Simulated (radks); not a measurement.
Values are calculated unless marked as measured or tabulated.
Excited configurations of Sn III: one electron is placed in a higher orbital outside [Kr] 4d10 5s1. The ground configuration is [Kr] 4d10 5s2. Code: a radial shooting solver on a logarithmic mesh with Libxc functionals. Model: Dirac Kohn-Sham, LDA (Slater exchange, Perdew-Wang correlation), spin-unpolarised, spherical densities, point nucleus; open shells are shared between the two j in proportion to 2j + 1. Excitation = E - E(ground); binding = E(ion) - E, where the ion is the core of charge +3; n* = 3/sqrt(2 binding) in atomic units, and the quantum defect is n - n*. Eigenvalue and <r> are those of j = l + 1/2.

outer orbital  excitation (eV)  binding (eV)     n*  quantum defect  eigenvalue (eV)  <r> (bohr)
4f                      23.128         8.317  3.837           0.163           -6.425       5.123
5p                       8.441        23.005  2.307           2.693          -18.650       2.649
6s                      18.131        13.315  3.033           2.967          -11.346       4.757
6p                      20.607        10.839  3.361           2.639           -9.119       5.578
6d                      23.951         7.495  4.042           1.958           -6.283       7.494
7p                      24.938         6.507  4.338           2.662           -5.554       9.412
7d                      26.561         4.885  5.007           1.993           -4.174       11.99

The Delta-SCF ionisation energy is 31.446 eV (NIST Atomic Spectra Database: 30.506 eV, measured). Self-interaction in the functional shifts the binding energies and quantum defects, so they are the method's values and not measured ones. Spin polarisation and multiplet splitting are left out, so open shells lie too high by an amount that depends on their filling.

Beside tabulated values, note that spin-unpolarised runs miss the spin-polarisation part of the exchange energy of open shells.
